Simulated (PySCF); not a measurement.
Gas-phase reaction: 2 GeH3 + H2 + 4 O2 → 2 Ge(OH)4

Computed with PySCF (xtb for GFN2) and rigid-rotor harmonic-oscillator thermochemistry at 1 bar. † marks an energy on the PBE0/def2-TZVP geometry and frequencies; other levels use their own. MP2 freezes the core. 6-31G* has spherical d functions here. Open shells (unrestricted): GeH3 (multiplicity 2), O2 (multiplicity 3); the rest are closed-shell singlets. GFN2 has no spin-polarisation term. B3LYP is the form with VWN-RPA correlation. Ge: all electrons, no relativistic terms. GeH3, Ge(OH)4: computed as isolated molecules; such fragments, hydroxides, amides, oligomers or adducts are transient or little studied in the gas. MP2 isn't extrapolated to the basis-set limit; its ΔH°(298 K) is -2301.9 kJ in def2-SVP and -2554.5 kJ in def2-TZVPP. The harmonic model lacks anharmonicity and excited electronic states, which grow with temperature; levels with a mode under 35 cm⁻¹ are left out. Internal rotation in Ge(OH)4 is treated as a harmonic vibration of one conformer, which makes the entropy rough.

```tsv
level	ΔE electronic, kJ	ΔH°(298 K), kJ	ΔS°(298 K), J/K	ΔG°(800 K), kJ
B3LYP/6-31G*	-2102	-2003	-707	-1446
GFN2-xTB	-3373	-3274	-691	-2732
HF/6-31G*	-1932	-1828	-716	-1264
M06-2X/def2-TZVP†	-2591	-2489	-705	-1934
MP2/def2-SVP†	-2403	-2302	-705	-1747
MP2/def2-TZVPP†	-2656	-2554	-705	-1999
PBE0/def2-QZVP†	-2392	-2290	-705	-1735
PBE0/def2-SVP†	-2256	-2154	-705	-1599
PBE0/def2-TZVP	-2348	-2247	-705	-1692
ωB97X-V/def2-TZVP†	-2402	-2300	-705	-1745
```
ΔH° is lowest at GFN2-xTB and highest at HF/6-31G*. No reference value is set beside these.
